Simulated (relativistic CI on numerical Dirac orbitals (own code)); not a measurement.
# Hf²⁺: 4f photoemission

Computed with this model: Dirac-Coulomb-Breit CI, KLI orbitals optimised for each configuration, model QED, valence Slater integrals scaled by 0.8, multiplet model of photoemission in the sudden approximation; configurations [Xe] 4f14 5d2 → [Xe] 4f13 5d2; 80 K; Lorentzian 0.17 eV and Gaussian 0.5 eV FWHM. Energies are those of the free ion, without screening or charge transfer. The energies are binding energies and can lie tens of eV above those of solids. S is read from ⟨S²⟩ = S(S + 1).

Field parameters in Wybourne normalisation: D3d B²₀ = −7Dσ, B⁴₀ = −14Dq − 21Dτ, B⁴₃ = −14√(10/7) Dq; Td as Oh with Dq negative (B⁴₀ = 21Dq, B⁴₄ = √(5/14) B⁴₀). The field is a parameter set, without covalency.

free ion: ground-state S = 0.97, centroid 37.38 eV. Peaks (eV, height): 36.5 (100), 38.1 (59), 39.6 (15).

Td, 10Dq = -10750 cm⁻¹: ground-state S = 1.00, centroid 37.53 eV. Peaks (eV, height): 36.7 (100), 38.3 (63).

Td, 10Dq = -16200 cm⁻¹: ground-state S = 1.00, centroid 37.55 eV. Peaks (eV, height): 36.7 (100), 38.4 (69).

D3d, 10Dq = 29150, Dσ = 1110, Dτ = -310 cm⁻¹: ground-state S = 0.99, centroid 37.52 eV. Peaks (eV, height): 36.7 (100), 38.4 (63).

Strongest unbroadened transitions for D3d, 10Dq = 29150, Dσ = 1110, Dτ = -310 cm⁻¹:

| Energy (eV) | Relative strength |
| --- | --- |
| 36.36 | 54.1 |
| 36.37 | 37.6 |
| 36.40 | 80.0 |
| 36.44 | 45.3 |
| 36.48 | 100.0 |
| 36.70 | 60.9 |
| 36.73 | 79.7 |
| 36.74 | 36.9 |
| 36.78 | 35.9 |
| 36.79 | 60.8 |
| 36.84 | 51.2 |
| 36.92 | 37.4 |
| 36.96 | 29.6 |
| 38.28 | 51.9 |
| 38.33 | 54.9 |
| 38.42 | 39.6 |
| 38.47 | 29.4 |
| 39.00 | 41.1 |
